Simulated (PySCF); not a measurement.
# Relaxation of singlet ZrO(OH)₂

These are results of PBE0/[Zr def2-TZVP with ECP28, O def2-TZVP, H def2-TZVP], scalar-relativistic core potentials, density fitting, no spin–orbit coupling, PySCF, not measurements. A (50,194) grid was used.

A hand-made T-shaped (ligand arrangement 1) (heavy-atom frame) start, of C2 symmetry, held to at least that symmetry:

```xyz
6
charge 0 multiplicity 1, angstrom
Zr    0.0000    0.0000   -0.2291
O     0.0000    0.0000    1.6109
O     2.1687    0.0000   -0.1534
O    -2.1687    0.0000   -0.1534
H     2.7854   -0.7354   -0.1318
H    -2.7854    0.7354   -0.1318
```

**Question.** What forces act on the atoms at the start (eV/Å)?

**Answer.** 
```csv
atom,Fx,Fy,Fz
Zr1,0.00,0.00,7.32
O2,0.00,0.00,-4.67
O3,-2.44,-0.43,-1.36
O4,2.44,0.43,-1.36
H5,0.07,0.32,0.04
H6,-0.07,-0.32,0.04
```

**Question.** What does it relax to?

**Answer.** It ends at C2v with O–H 0.955 Å (×2), Zr–O 1.751 Å, Zr–O 1.977 Å (×2); H–O–Zr 142.3° (×2), O–Zr–O 117.8° (×2), O–Zr–O 124.4° (after a last refinement on a finer grid). A frequency run shows 1 imaginary mode, down to 80i cm⁻¹, so it is a saddle point.

**Question.** How much energy is released, and in how many steps?

**Answer.** 248.6 kJ/mol in 16 steps.
